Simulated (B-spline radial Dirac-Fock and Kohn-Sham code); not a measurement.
**Binding energies of Dy²⁺ at several levels of theory**

System: the Dy²⁺ ion in the configuration 1s2 2s2 2p6 3s2 3p6 3d10 4s2 4p6 4d10 4f10 5s2 5p6.

The density-functional columns are spherical, spin-unpolarised Dirac-Kohn-Sham results without Breit or QED terms: −ε is minus the orbital energy of the initial state and ΔSCF the difference of two total energies. The reference in the last column comes from Dirac-Fock (average of configuration) total-energy differences with a finite nucleus, the Breit interaction including its frequency dependence, and self-energy and vacuum-polarisation corrections. All numbers are from a radial atomic solver, in eV; a selection of levels is shown. The Kohn-Sham columns are given as differences from the reference. For the 1s level of heavy atoms much of the gap between ΔSCF and the reference is the Breit and QED part, -238.7 eV here; for other levels the error of the functional can be larger.

```
level  PBE −ε − DF  PBE ΔSCF − DF  LDA −ε − DF  LDA ΔSCF − DF  Dirac-Fock
   1s       -198.4         +277.9       -247.6         +227.2     53803.1
   2s       -136.4          -51.9       -143.3          -58.4      9070.0
2p1/2       -100.5           +7.9       -103.5           +5.1      8598.3
2p3/2       -109.7          -13.3       -111.8          -15.2      7807.2
   3s        -67.6          -43.9        -69.6          -45.7      2066.9
3p1/2        -53.5          -28.0        -54.3          -28.7      1862.4
3p3/2        -52.8          -29.3        -53.3          -29.7      1695.6
3d3/2        -33.1           -4.9        -33.0           -4.7      1348.6
3d5/2        -33.9           -6.3        -33.8           -6.2      1313.1
   4s        -32.2          -21.7        -33.1          -22.5       438.8
4p1/2        -25.7          -15.2        -26.1          -15.6       357.2
4p3/2        -25.8          -15.7        -26.3          -16.2       320.2
4d3/2        -14.4           -4.5        -14.4           -4.5       185.1
4d5/2        -14.4           -4.6        -14.5           -4.6       178.4
   4f         -3.7           +4.8         -3.4           +5.1       20.77
   5s         -8.9           -1.7         -8.6           -1.4       71.80
5p1/2         -4.7           +2.0         -4.4           +2.3       47.44
5p3/2         -4.7           +1.7         -4.5           +2.0       42.71
```

Values without a named source are computed, but for edge energies of neutral atoms, which are taken from tables.
